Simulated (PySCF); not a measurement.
**Assignment exercise: C₆H₁₁FOSi**

Mapped SMILES: `[CH2:1]=[C:2]([CH3:3])[C@@:4]1([F:5])[SiH2:6][C@@H:7]1[O:8][CH3:9]`. Each H is labelled by its parent atom. Ha(C1) is cis to C3; Ha(Si6) is cis to O8 on the ring; Hb(C1) is trans to C3; Hb(Si6) is trans to O8 on the ring.

PySCF calculation with geometry from GFN2-xTB and NMR shieldings at PBE0/pcSseg-1/GIAO; one computed conformer, non-relativistic, no solvent, rapidly exchanging positions averaged.

References, each an isolated molecule treated in the same way: ¹³C (σref 186.93) and ¹H (σref 31.72) against TMS.

(1) Assign these signals to the numbered atoms. ¹³C{¹H} NMR (computed): δ 161.9, 103.6, 90.3, 75.2, 64.3, 22.7.

(2) Assign these signals to the numbered atoms. ¹H NMR (400 MHz, computed): δ 4.65 (m, 1H), 3.84 (m, 1H), 3.62 (s, 3H), 3.59 (m, 1H), 3.57 (m, 1H), 2.80 (m, 1H), 2.24 (s, 3H).

Answers

(1) 
```tsv
δ (ppm)	atoms	environment	reason
161.9	C2	fully substituted alkene carbon	the olefinic region
103.6	C1	terminal =CH2 carbon	as expected for a trigonal carbon in a double bond
90.3	C4	three-membered-ring carbon	the inductive effect lowers its shielding
75.2	C7	three-membered-ring carbon	–
64.3	C9	methyl carbon bonded to O	deshielded by the electronegative neighbour
22.7	C3	allylic methyl carbon	a saturated carbon with 1 carbon neighbour and no heteroatom attached
```

(2) 
4.65 → Ha(C1), hydrogen on a terminal =CH2 carbon: a vinylic proton, deshielded by the sp2 carbon and the C=C anisotropy
3.84 → Hb(C1), hydrogen on a terminal =CH2 carbon
3.62 → H(C9), hydrogen on a methyl carbon bonded to O: its carbon carries O, an electronegative neighbour
3.59 → Ha(Si6), hydrogen on a silicon bonded to 2 C, in a 3-membered ring
3.57 → H(C7), hydrogen on a three-membered-ring carbon: its carbon carries O, hence the downfield position
2.80 → Hb(Si6), hydrogen on a silicon bonded to 2 C, in a 3-membered ring
2.24 → H(C3), hydrogen on an allylic methyl carbon: allylic position

H(C9) and Ha(Si6); Ha(Si6) and H(C7) lie closer than the usual error of such a calculation, so a measured spectrum could show them in the other order.

Splittings by ¹⁹F in the carbon and heteronuclear signals aren't shown, as no couplings were computed. Shifts are as computed. Against solution values, carbons near 30 ppm lie about +3 ppm off and those near 130 ppm about +5 ppm. Of 1211 compounds with measured shifts, 218 miss one by over three times the rms of a fit or turn the order of signals round; such compounds aren't used in these exercises. Multiplicities follow the n + 1 count of equivalent neighbours, as no J values were calculated; m marks all less simple cases, F and P coupling included.
